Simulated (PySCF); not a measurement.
## How methods differ on the excitation energy of Pb(2+)

Pb(2+) [Xe] 4f14 5d10 6s2 (1S) → Pb(2+) [Xe] 4f14 5d10 6s1 6p1 (3P), as a difference of total energies. All numbers are calculated (PySCF 2.14, scalar relativity through the core potential, in aug-cc-pVTZ-PP with one added diffuse shell each of d, f type with ECP60MDF (6s5p5d3f, 67 functions)). Correlated levels: valence: 5s2 5p6 5d10 frozen. The calculations carry no spin-orbit coupling.

| method | excitation energy (eV) |
| --- | --- |
| UHF | 7.575 |
| LDA | 9.738 |
| PBE | 9.452 |
| PBE0 | 9.088 |
| r2SCAN | 9.081 |
| wB97X | 9.420 |
| M06-L | 9.501 |
| revPBE | 9.370 |
| LC-wPBE | 8.757 |
| MP2 (valence) | 8.073 |
| SCS-MP2 (valence) | 8.220 |

Task: How much does correlation contribute at MP2 (valence)?

Result: 8.073 − (7.575) = 0.498 eV, measured against UHF.
